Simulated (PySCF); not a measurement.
Ge(Et)(Vi)2(NH2), SMILES C=[CH][Ge]([NH2])([CH]=C)[CH2]C (C₆H₁₃GeN) (GFN2-xTB optimised geometry):

```
21

C     -0.488    -3.039    -2.514
C     -1.164    -2.403    -1.574
Ge    -0.350    -1.505     0.000
N      1.484    -1.505     0.000
C     -0.895     0.387     0.000
C     -0.094     1.381     0.342
C     -0.899    -2.439     1.683
C     -0.334    -1.762     2.922
H      0.589    -3.110    -2.483
H     -0.964    -3.518    -3.358
H     -2.242    -2.357    -1.648
H      1.915    -1.033    -0.783
H      1.916    -2.414     0.092
H     -1.916     0.603    -0.288
H     -0.413     2.414     0.346
H      0.926     1.193     0.634
H     -0.558    -3.474     1.635
H     -1.988    -2.466     1.737
H     -0.626    -2.296     3.825
H      0.752    -1.731     2.872
H     -0.696    -0.738     2.994
```

Level of theory: PySCF 2.14.0 with PBE0/def2-SVP.

What are the frontier orbital energies and the dipole moment?

HOMO-2 -7.63 eV, HOMO-1 -7.35 eV, HOMO -6.93 eV, LUMO -0.12 eV, LUMO+1 0.52 eV; dipole moment 0.81 D.

On the same geometry PySCF with PBE/def2-SVP gives HOMO-2 -6.42 eV, HOMO-1 -6.15 eV, HOMO -5.48 eV, LUMO -1.09 eV, LUMO+1 -0.54 eV; dipole moment 0.73 D.

Meta-Löwdin charges at PBE0/def2-SVP: C1 -0.21, C2 -0.31, Ge3 0.81, N4 -0.66, C5 -0.30, C6 -0.20, C7 -0.37, C8 -0.29, H9 0.09, H10 0.10, H11 0.10, H12 0.21, H13 0.21, H14 0.10, H15 0.10, H16 0.11, H17 0.10, H18 0.10, H19 0.10, H20 0.10, H21 0.10.
